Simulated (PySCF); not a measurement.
Method: PBE0-D3(BJ)/def2-TZVP in PySCF. Gas-phase values, no solvent. One relaxed conformer stands for a flexible species; it need not be the lowest. Delta-SCF ions had no search for a lower state. Excitations are Tamm–Dancoff values on a coarser integration grid. The basis has no diffuse functions, so Rydberg states are missing or too high.

Reference species (SMILES): `S[Si](S)(S)S` (neutral, multiplicity 1).

```
Property                                   Value
--------------------------------------  --------
HOMO                                    -7.61 eV
T1 excitation (TDA)                      5.32 eV
S1–T1 gap (TDA)                          0.47 eV
vertical ionisation energy (Delta-SCF)   9.34 eV
```

Changed species: `[SiH3]S` (3 of 4 SH replaced by H; the reference has 0 of 4 SH replaced by H).

What does the change do to the HOMO, T1 excitation (TDA), S1–T1 gap (TDA) and vertical ionisation energy (Delta-SCF)?

the HOMO rises by 0.10 eV, to -7.51 eV; the T1 excitation (TDA) rises by 0.31 eV, to 5.63 eV; the S1–T1 gap (TDA) rises by 0.08 eV, to 0.55 eV; the vertical ionisation energy (Delta-SCF) rises by 0.50 eV, to 9.84 eV.
